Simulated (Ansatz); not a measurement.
System: C6H12 (charge 0, singlet). 
Structure (B3LYP-D3(BJ)/def2-TZVP (Ansatz, a first-principles code) minimum search):
```
C
H 1 1.0929
H 1 1.0970 2 106.68
C 1 1.5063 2 109.30 3 117.88
C 4 1.3306 1 121.59 2 8.48
H 5 1.0832 4 121.67 1 179.76
H 5 1.0833 6 116.88 4 -179.89
C 4 1.5029 5 121.82 6 -0.21
H 8 1.0895 4 111.52 5 -3.19
H 8 1.0930 9 108.05 4 -122.68
H 8 1.0943 9 108.41 10 -115.22
C 1 1.5346 2 108.93 3 -116.88
H 12 1.0930 1 109.79 2 177.77
H 12 1.0938 13 106.43 1 -117.57
C 12 1.5256 13 109.37 14 -118.68
H 15 1.0915 12 111.41 13 57.98
H 15 1.0926 16 107.77 12 -122.09
H 15 1.0928 16 107.77 17 -115.82
```
Charge 0, spin multiplicity 1.

Property: atomisation energy (electronic, to ground-state atoms); the coupled-cluster value holds the core correlation from cc-pwCVTZ, in kcal/mol. Cores are frozen in the correlated levels unless marked. UHF or UKS for open shells. No spin-orbit coupling. No relativistic terms. Basis-set limits of correlation are two-point, X^-3; Hartree-Fock from the larger set.

Level to compare with: CCSD(T)/CBS(cc-pVTZ,cc-pVQZ) plus the core term (Ansatz), 1750.7 kcal/mol. It is a level with limits of its own, and the differences hold the functionals' basis error too.

Task: Rank these functionals by how close they come to CCSD(T)/CBS(cc-pVTZ,cc-pVQZ), closest first: r2SCAN/def2-TZVPD (Ansatz); wB97M-V/def2-TZVPD (Ansatz); SVWN5/def2-TZVPD (Ansatz).

Result: wB97M-V/def2-TZVPD (range-separated hybrid meta-GGA with VV10, 1747.4 kcal/mol, difference -3.3), r2SCAN/def2-TZVPD (meta-GGA, 1745.6 kcal/mol, difference -5.1), SVWN5/def2-TZVPD (LDA, 1974.2 kcal/mol, difference 223.5)
